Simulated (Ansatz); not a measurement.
Ansatz (an electronic-structure program) input (CCSD(T)/aug-cc-pV(D+d)Z):
A basis named .json is the Basis Set Exchange file of that set.

Ansatz 0.2 input:
```yaml
crystal:
  periodic: [false, false, false]
  atoms:
    - {symbol: Si, position_ang: [-0.19625208, -0.48175245, -0.03802960]}
    - {symbol: N, position_ang: [-1.19694014, 0.78984709, 0.42972304]}
    - {symbol: Si, position_ang: [-3.05822731, 0.67498722, 0.51654357]}
    - {symbol: N, position_ang: [1.50384458, -0.13838467, 0.30246065]}
    - {symbol: Si, position_ang: [2.84388369, -0.33559770, -0.73606884]}
    - {symbol: H, position_ang: [-0.61586469, -1.71753064, 0.66708137]}
    - {symbol: H, position_ang: [-0.10058046, -0.82934518, -1.49584068]}
    - {symbol: H, position_ang: [-0.87884850, 1.72046631, 0.20533917]}
    - {symbol: H, position_ang: [-3.14049189, -0.37183175, 1.64298409]}
    - {symbol: H, position_ang: [-3.26915463, -0.39288190, -0.58457159]}
    - {symbol: H, position_ang: [1.69909492, 0.18734707, 1.23831242]}
    - {symbol: H, position_ang: [3.17115695, -1.75088510, -1.07678434]}
    - {symbol: H, position_ang: [2.67659341, 0.36111427, -2.03939884]}
    - {symbol: H, position_ang: [4.05810335, 0.22639117, -0.07663945]}
basis:
  gaussian:
    orbitals: aug-cc-pV_D+d_Z.json
total_charge: -1
magnetization: {spin_polarized: false}
correlation: {method: ccsd_t, electrons: outside_noble_gas}
output: {forces: true}
```

End of the output:

```
Atom 0 at    -0.196252    -0.481752    -0.038030 Å, force     0.015754    -0.489586    -0.256116 eV/Å
Atom 1 at    -1.196940     0.789847     0.429723 Å, force    -0.142374     0.192679     0.321395 eV/Å
Atom 2 at    -3.058227     0.674987     0.516544 Å, force    -0.409715     0.033282     0.015057 eV/Å
Atom 3 at     1.503845    -0.138385     0.302461 Å, force    -0.221058     0.080120     0.177065 eV/Å
Atom 4 at     2.843884    -0.335598    -0.736069 Å, force     0.522879    -0.089438    -0.391228 eV/Å
Atom 5 at    -0.615865    -1.717531     0.667081 Å, force    -0.073545    -0.121464     0.067236 eV/Å
Atom 6 at    -0.100580    -0.829345    -1.495841 Å, force     0.010219    -0.044635    -0.137731 eV/Å
Atom 7 at    -0.878849     1.720466     0.205339 Å, force     0.159984     0.422303    -0.107968 eV/Å
Atom 8 at    -3.140492    -0.371832     1.642984 Å, force    -0.012508    -0.043257     0.093626 eV/Å
Atom 9 at    -3.269155    -0.392882    -0.584572 Å, force    -0.020707    -0.059120    -0.096282 eV/Å
Atom 10 at     1.699095     0.187347     1.238312 Å, force     0.094526     0.131082     0.395935 eV/Å
Atom 11 at     3.171157    -1.750885    -1.076784 Å, force     0.017016    -0.118343    -0.028099 eV/Å
Atom 12 at     2.676593     0.361114    -2.039399 Å, force    -0.028623     0.061004    -0.112204 eV/Å
Atom 13 at     4.058103     0.226391    -0.076639 Å, force     0.088151     0.045373     0.059313 eV/Å
Dipole moment:     2.195328    -0.243304    -0.189107 e Å
```

It need not be the lowest isomer of its formula. Whether it binds its extra electron was not tested at this geometry.
